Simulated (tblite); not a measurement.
C5H8F3OP.
Geometry (GFN2-xTB, Å), atoms numbered from 1 in this order:
```
atom  x, y, z in Å
C1     2.8097    0.5652    0.0523
C2     1.9273   -0.4141    0.1174
C3     0.7126   -0.5078   -0.7471
P4    -0.7395   -0.5471    0.3787
C5    -0.9337    1.0900    1.1566
O6    -0.8183   -1.6919    1.2813
C7    -2.1743   -0.5647   -0.8560
F8    -2.1440   -1.6772   -1.5949
F9    -2.1626    0.4705   -1.7106
F10   -3.3459   -0.5273   -0.2166
H11    2.7154    1.3677   -0.6616
H12    3.6710    0.5965    0.6966
H13    2.0336   -1.2164    0.8358
H14    0.6468    0.3223   -1.4506
H15    0.7027   -1.4581   -1.2920
H16   -0.9138    1.8958    0.4287
H17   -1.8772    1.0936    1.7018
H18   -0.1185    1.2092    1.8685
```

Calculated harmonic vibrations of the isolated species, GFN2-xTB (tblite), most abundant isotopes, no scaling. This tight-binding method is rough: wavenumbers can miss measured ones by several per cent, in bad cases by 10 to 20. One conformer, not necessarily the lowest.

Harmonic wavenumbers (cm⁻¹): 33.9, 47.5, 55.7, 92.7, 124.1, 142.1, 168.5, 209.1, 240.0, 246.2, 307.9, 338.8, 408.1, 449.3, 469.9, 476.5, 597.1, 666.5, 716.8, 764.9, 824.9, 841.7, 864.0, 901.7, 944.0, 1015.0, 1038.5, 1057.0, 1078.5, 1115.2, 1149.2, 1185.5, 1277.4, 1291.6, 1315.3, 1390.2, 1404.9, 1414.8, 1418.9, 1711.7, 2922.5, 2985.7, 2999.7, 3009.5, 3038.5, 3063.2, 3097.6, 3134.4.

A = 1899, B = 735.6, C = 705.1 MHz; mass 172.026 u (most abundant isotopes); point group C1, symmetry number 1.

**Question.** Zero-point energy?

**Answer.** Half the sum of the wavenumbers: 27023 cm⁻¹ = 323.28 kJ/mol.

**Question.** Entropy at 350 K, 1 bar (ideal gas, RRHO, classical rotation)?

**Answer.** Translation 176.39, rotation 128.22, vibration 198.23: S = 502.8 J/(mol K).

**Question.** And Cp and H(350 K) − H(0)?

**Answer.** Cp = 207.61 J/(mol K), of which vibrations give 174.35 (their classical limit is 48 R = 399.1); H(350 K) − H(0) = 45.49 kJ/mol without the zero-point energy, 33.85 from vibrations.

**Question.** Which modes carry the vibrational entropy at 350 K?

**Answer.** 33.9 cm⁻¹: 24.71; 47.5 cm⁻¹: 21.91; 55.7 cm⁻¹: 20.59; 92.7 cm⁻¹: 16.39; 124.1 cm⁻¹: 14.00; 142.1 cm⁻¹: 12.90 J/(mol K); the other 42 give 87.74 together.

**Question.** How do the functions run with temperature in this model?

**Answer.** 
| T (K) | S (J/(mol K)) | Cp (J/(mol K)) | H − H(0) (kJ/mol) | G − H(0) (kJ/mol) | ln q(vib) |
| --- | --- | --- | --- | --- | --- |
| 150 | 366.9 | 123.1 | 12.22 | -42.82 | 5.08 |
| 250 | 440.1 | 166.8 | 26.74 | -83.29 | 8.78 |
| 298.15 | 471.2 | 187.0 | 35.26 | -105.24 | 10.46 |
| 400 | 531.8 | 225.8 | 56.34 | -156.37 | 13.85 |
| 600 | 634.8 | 281.7 | 107.52 | -273.35 | 20.00 |
| 900 | 759.4 | 332.0 | 200.26 | -483.23 | 28.16 |

q(vib) and H(0) count from the zero-point level.

Hindered rotation and anharmonicity are outside this model. Other conformers, if any are populated, would add a mixing term that is left out. The structure is chiral; the term R ln 2 for an equal mix with its mirror image is left out.
